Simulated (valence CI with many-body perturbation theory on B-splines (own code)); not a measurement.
## Sc5+: one-electron terms

Level of theory: relativistic CI+MBPT: six valence electrons over a frozen Dirac-Fock core [Ne], radial functions for each j: 9 s, 9 p, 8 d, 6 f, 3 g, 1 h, with the one-electron correlation potential Σ1 (screened to all orders), the two-electron term Σ2, the three-electron term Σ3, Breit, model QED; selected single and double excitations, second order for the rest, scaled by the run's own slope (own B-spline code, finite nucleus).

Set against measurement, 8 paired levels are off by 129 cm⁻¹ on average, the worst by 326. These come from a selection out of Sugar and Corliss, J. Phys. Chem. Ref. Data 9, 473 (1980). Levels without a partner in it may be off by more. Among the levels kept, up to 970 cm⁻¹ of a level comes from second order outside the variational space, and about a tenth of that is noise between levels of different J, which matters for small intervals. 1 measured level below the end of the list, from 288026 cm⁻¹ on, found no clear computed partner, and computed levels of the same name lie up to 2025 cm⁻¹ from them.

These are the spectroscopic orbitals of the CI (the correlating ones are not listed), shaped by the core and the other valence electrons. h is the expectation value of the core's Dirac-Fock operator, without the valence repulsion; Σ1 is computed up to l = 3 at one energy for each symmetry, that of its lowest orbital but kept below the first core excitation, so for empty shells it is not the orbital's own correlation shift; Breit and QED include the response of the core.

| Orbital | h (hartree) | Σ1 (cm⁻¹) | Breit (cm⁻¹) | QED (cm⁻¹) | ⟨r⟩ (bohr) |
| --- | --- | --- | --- | --- | --- |
| 3s1/2 | -9.0549 | -4052 | 283 | 183 | 1.014 |
| 4s1/2 | -4.437 | -894 | 74.1 | 48.2 | 2.258 |
| 5s1/2 | -2.5992 | -337 | 29.3 | 19.1 | 4.038 |
| 6s1/2 | -1.7102 | -167 | 14.8 | 9.7 | 6.302 |
| 3p1/2 | -8.1398 | -4062 | 400 | -18.3 | 1.059 |
| 4p1/2 | -4.0394 | -906 | 105 | -4.7 | 2.443 |
| 5p1/2 | -2.4123 | -366 | 44.2 | -2.0 | 4.332 |
| 6p1/2 | -1.6073 | -188 | 23.1 | -1.0 | 6.707 |
| 3p3/2 | -8.1073 | -3998 | 241 | -6.7 | 1.065 |
| 4p3/2 | -4.0276 | -896 | 62.6 | -1.7 | 2.451 |
| 5p3/2 | -2.4068 | -363 | 26.4 | -0.7 | 4.342 |
| 6p3/2 | -1.6044 | -186 | 13.8 | -0.4 | 6.720 |
| 3d3/2 | -6.7863 | -3748 | 79.5 | -6.4 | 1.129 |
| 4d3/2 | -3.4608 | -850 | 22.9 | -1.8 | 2.792 |
| 5d3/2 | -2.1451 | -381 | 11.0 | -0.9 | 4.866 |
| 3d5/2 | -6.7825 | -3722 | 21.1 | -4.7 | 1.130 |
| 4d5/2 | -3.4596 | -845 | 6.1 | -1.3 | 2.793 |
| 5d5/2 | -2.1445 | -379 | 3.0 | -0.6 | 4.867 |
| 4f5/2 | -3.1222 | -138 | 0.1 | -0.1 | 2.844 |
| 5f5/2 | -1.9943 | -83.7 | 0.1 | 0.0 | 5.038 |
| 4f7/2 | -3.122 | -138 | -0.1 | 0.0 | 2.844 |
| 5f7/2 | -1.9942 | -83.5 | -0.1 | 0.0 | 5.038 |
| 5g7/2 | -1.925 |  | 0.0 | 0.0 | 4.569 |
| 5g9/2 | -1.925 |  | 0.0 | 0.0 | 4.569 |

Among the shells of the start configuration 3s2 3p4, Σ1 is largest in size for 3p1/2, where it is 0.23 % of h.

Lowest root of each symmetry, sizes in configuration state functions:

| J | Parity | Roots | Reference | Variational | Second order | Change by selected CI (cm⁻¹) | Change by second order (cm⁻¹) |
| --- | --- | --- | --- | --- | --- | --- | --- |
| 0 | even | 3 | 31 | 65456 | 1530291 | -20969 | -114 |
| 1 | even | 2 | 61 | 87723 | 4876343 | -20844 | -248 |
| 2 | even | 3 | 79 | 82056 | 7042770 | -20793 | -322 |
| 0 | odd | 5 | 22 | 80673 | 2598342 | -34051 | -110 |
| 1 | odd | 7 | 54 | 92694 | 7145211 | -33834 | -310 |
| 2 | odd | 9 | 56 | 88328 | 10757823 | -33523 | -603 |
| 3 | odd | 7 | 39 | 85700 | 11700078 | -36145 | -764 |
| 4 | odd | 5 | 18 | 83476 | 11359321 | -36252 | -661 |
| 5 | odd | 1 | 3 | 84480 | 8562566 | -41811 | -520 |
